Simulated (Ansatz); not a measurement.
`N[SiH](O)[SnH3]` → 7 H• + N• + O• + Si• + Sn•  (atomization)

Program: Ansatz. Geometries: PBE0-D4/def2-TZVP. ΔE: electronic, gas phase. CCSD(T)/CBS is the MP2 limit (def2-TZVPP, def2-QZVPP) plus CCSD(T) − MP2 in def2-TZVPP, frozen cores. This one scheme is used for every species, atoms too. Functionals use def2-TZVPP. B3LYP here is the variant with VWN-RPA as its local correlation; programs differ in this. No spin–orbit coupling; open shells (•) take unrestricted orbitals. Spin–orbit coupling would lower the free atoms: a little for O, Si; strongly for Sn. def2 core potentials past Kr. For Sn outer-core shells are correlated without core-valence functions, so the limit isn't a true one: a few kJ/mol of doubt a bond, and 10 to 20 or more in all where bonds break to atoms. Each species was taken in one conformer, which may not be the lowest.

**Question.** What is ΔE at CCSD(T)/CBS? (Estimate.)

**Answer.** Ansatz gave: +35.48 eV.

**Question.** What do these levels give: PBE-D4, B3LYP-D4, PBE0, HF/def2-TZVPP, SCS-MP2/def2-TZVPP, CCSD/def2-TZVPP, CCSD(T)/def2-TZVPP, HF/def2-QZVPP, MP2/def2-QZVPP, SCS-MP2/def2-QZVPP, HF/CBS(def2), CCSD/CBS(def2)? (Best estimate.)

**Answer.** Ansatz gave: PBE-D4 35.27, B3LYP-D4 35.16, PBE0 34.53, HF/def2-TZVPP 24.49, SCS-MP2/def2-TZVPP 34.55, CCSD/def2-TZVPP 33.86, CCSD(T)/def2-TZVPP 34.34, HF/def2-QZVPP 24.58, MP2/def2-QZVPP 35.01, SCS-MP2/def2-QZVPP 35.34, HF/CBS(def2) 24.60, CCSD/CBS(def2) 35.00 eV.

Largest T1 diagnostic among the species: 0.013.

In def2-TZVPP, CCSD(T) changes the Hartree–Fock value by +9.85 eV (the triples alone add +0.48 eV) and MP2 by +9.83 eV; breaking electron pairs costs correlation energy, which Hartree–Fock lacks. From PBE to PBE0 (25 % exact exchange), in def2-TZVPP and without D4, ΔE moves by −0.51 eV: exact exchange takes away binding that semilocal exchange gives to molecules. The D4 term adds +0.39 eV with B3LYP and +0.20 eV with PBE0; it sums over pairs of atoms, weighted by their polarisabilities, and B3LYP, whose exchange is more repulsive, gets the larger term.

For atomizations the MP2-based limit and the directly extrapolated one differ by several kJ/mol either way, and by 10 to 25 for some Ge, Se and Sn compounds, so smaller differences from it don't rank the levels.
